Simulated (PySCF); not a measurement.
Nb(S)(OH)(NH2)2 (H5N2NbOS), SMILES [NH2][Nb]([NH2])([OH])=[S], multiplicity 1.

Geometry optimised at B3LYP-D3(BJ)/def2-SVP. The spin state was assumed, not searched. The structure was generated by enumeration; whether it is a known compound was not checked. The def2 effective core potentials stand for the cores of Nb; spin–orbit coupling is left out. One conformer was computed; it need not be the lowest.

Two levels are set side by side: PBE/def2-TZVP (PySCF) and PBE0/def2-TZVP (PySCF). Same geometry, gas phase. Differences are taken from unrounded values.

```csv
quantity,PBE
orbital gap (eV),3.71
highest occupied level (eV),-5.99
lowest empty level (eV),-2.28
dipole moment (D),2.97
mean polarisability (bohr³),84.9
```

These are the PBE values. What does PBE0 give? (The exact figures need the calculation; the answer reports its results.)


| quantity | PBE0 | PBE minus PBE0 |
|---|---|---|
| orbital gap (eV) | 5.84 | -2.13 |
| highest occupied level (eV) | -7.37 | 1.38 |
| lowest empty level (eV) | -1.53 | -0.76 |
| dipole moment (D) | 3.02 | -0.05 |
| mean polarisability (bohr³) | 82.0 | 2.9 |

Without exact exchange PBE keeps part of each electron's self-repulsion, which lifts occupied levels and narrows the gap. Loosely held outer electrons make PBE densities more polarisable. Differences between two approximate levels are no errors against the true value.

Rough cost on one machine, each run with all the roots and properties that it gave: PBE0 against PBE within a factor of 2.
